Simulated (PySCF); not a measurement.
Input of an EPR job (settings, then geometry in Å):

```
{"job": {"kind": "epr"}, "charge": 0, "multiplicity": 2}
C      2.869040     0.926856    -0.671650
C      2.178769    -0.039334    -0.127679
C      1.482616    -1.054460     0.426417
C      0.093625    -1.205294     0.533414
N     -0.881954    -0.293153     0.140749
Si    -2.532159    -0.927287     0.088578
Si    -0.609377     1.441678    -0.106283
H      3.187042     1.810291    -0.098619
H      3.154882     0.910456    -1.733306
H      2.072319    -1.879456     0.844723
H     -0.270739    -2.146592     0.956868
H     -3.115302    -1.051886     1.461014
H     -3.371337    -0.005233    -0.724815
H     -2.501220    -2.284119    -0.532524
H     -1.968740     2.049050     0.020633
H      0.273679     1.993971     0.958919
H     -0.075146     1.778564    -1.456259
```

Computed with UKS B3LYP, IGLO-III on C N Si, pcH-1 on H, non-relativistic, mean-field spin-orbit, GIAO (PySCF 2.14.0). Geometry: PBE0-D3(BJ)/def2-SVP, one conformer, isolated molecule. The frame is twisted about the C4–N5 bond at this geometry (dihedral H11–C4–N5–Si6 = -12°); couplings at other torsion angles weren't computed.

Output of the driver script. Atoms in this output count from 0.

```
UKS, coarse grid
  cycle   1  E = -792.20154378  |g| = 3.40e-01
  cycle   2  E = -792.17445769  |g| = 4.09e-01
  cycle   3  E = -792.24930053  |g| = 8.78e-02
  cycle   4  E = -792.25203909  |g| = 3.71e-02
  cycle   5  E = -792.25275749  |g| = 9.54e-03
  cycle   6  E = -792.25282687  |g| = 4.83e-03
  cycle   7  E = -792.25284760  |g| = 3.50e-03
  cycle   8  E = -792.25286116  |g| = 1.01e-03
  cycle   9  E = -792.25286304  |g| = 5.86e-04
UKS, final grid
  cycle   1  E = -792.25287168  |g| = 9.07e-04
  cycle   2  E = -792.25287068  |g| = 1.75e-03
  cycle   3  E = -792.25287225  |g| = 1.75e-04
  cycle   4  E = -792.25287229  |g| = 1.12e-04
  cycle   5  E = -792.25287234  |g| = 6.37e-05
  cycle   6  E = -792.25287234  |g| = 1.90e-05
E = -792.25287234 Eh   <S^2> = 0.7717 (exact 0.7500)
g shifts (ppm)      1          2          3
  rmc          -153       -153       -153
  gc             16         36         42
  oz_so         -68        342        762
  total        -205        226        652
hyperfine (MHz)  atom isotope    a_iso     a_fc   dipolar eigenvalues
    0   13C     -36.80     -36.81     -8.94      2.02      6.93
    1   13C      45.12      45.23    -47.97    -35.56     83.53
    2   13C     -44.43     -44.46    -24.06      8.85     15.21
    3   13C      51.77      51.85    -47.91    -46.12     94.03
    4   14N       1.05       1.07     -5.53     -5.26     10.79
    5  29Si       1.38       1.36     -1.91      0.81      1.10
    6  29Si       2.80       2.80     -1.85      0.53      1.31
    7    1H      99.08      99.09     -2.56     -2.25      4.81
    8    1H      96.46      96.46     -2.55     -2.32      4.87
    9    1H      14.90      14.90     -4.79     -1.42      6.22
   10    1H     -41.03     -41.04    -23.16      0.02     23.14
   11    1H       6.33       6.33     -1.36     -1.27      2.63
   12    1H       2.11       2.11     -1.49     -1.09      2.58
   13    1H       1.00       1.00     -1.92     -1.47      3.39
   14    1H       1.28       1.28     -1.45     -1.14      2.59
   15    1H      11.11      11.11     -2.34     -0.59      2.92
   16    1H      11.89      11.89     -1.74     -0.82      2.56
```

|g| in the SCF lines is the orbital gradient. In the g block, columns 1 to 3 are the principal axes in rising order; rmc is the relativistic mass correction, gc the gauge correction and oz_so the orbital-Zeeman/spin–orbit term. a_fc is the Fermi-contact part of a_iso, the rest being spin–orbit.

**Question.** What does the output say about convergence, stability and spin contamination?

**Answer.** The SCF converged after 15 cycles in all, 9 of them on the coarse grid; no stability test was run. The unrestricted determinant has ⟨S²⟩ = 0.7717 (exact 0.7500), 2.9 % above the value of a pure doublet state.

**Question.** What are the principal g values and g_iso?

**Answer.** Adding the total shifts to 2.002319 gives 2.00211, 2.00254, 2.00297; their mean shift is 224 ppm, so g_iso = 2.00254.

**Question.** Which couplings shape the isotropic spectrum at natural abundance (0.05 mT or more)? Keep the log's numbering.

**Answer.** atom 7 (1H, I = 1/2): 99.1 MHz = 3.54 mT in magnitude, a 1:1 doublet; atom 8 (1H, I = 1/2): 96.5 MHz = 3.44 mT in magnitude, a 1:1 doublet; atom 10 (1H, I = 1/2): -41.0 MHz = 1.46 mT in magnitude, a 1:1 doublet; atom 9 (1H, I = 1/2): 14.9 MHz = 0.53 mT in magnitude, a 1:1 doublet; atoms 14, 15, 16 (1H, I = 1/2): mean 8.1 MHz = 0.29 mT in magnitude, a 1:3:3:1 quartet; atoms 11, 12, 13 (1H, I = 1/2): mean 3.1 MHz = 0.11 mT in magnitude, a 1:3:3:1 quartet. Together 256 lines to first order. Nuclei that the bonding pattern makes equivalent are averaged, as if the motion that swaps them (rotation, inversion, ring flip) were fast. H8 and H9 aren't averaged: C1 is flat or nearly so (angle sum 360°), and its turn about the short C1–C2 bond (1.31 Å) is taken as slow. Si6 and Si7, with what hangs on them, aren't averaged: N5 is flat or nearly so (angle sum 360°), and its turn about the short N5–C4 bond (1.39 Å) is taken as slow. The three 1H nuclei of mean +8.1 MHz run from 1.3 to 11.9 MHz in the frozen geometry. The three 1H nuclei of mean +3.1 MHz run from 1.0 to 6.3 MHz in the frozen geometry.

**Question.** How large is the spin–orbit part of a_iso for atom 1 (13C)?

**Answer.** a_iso − a_fc = 45.12 − (45.23) ≈ -0.12 MHz.

The species is `C=[C]/C=C\N([SiH3])[SiH3]` [radical]. The run used 363 basis functions and 11 iterations of the response equations. C2, the radical centre as drawn in `C=[C]/C=C\N([SiH3])[SiH3]`, holds a spin population of +0.55 out of 1.
Labels such as C1 count atoms from 1, the log's own numbers from 0.
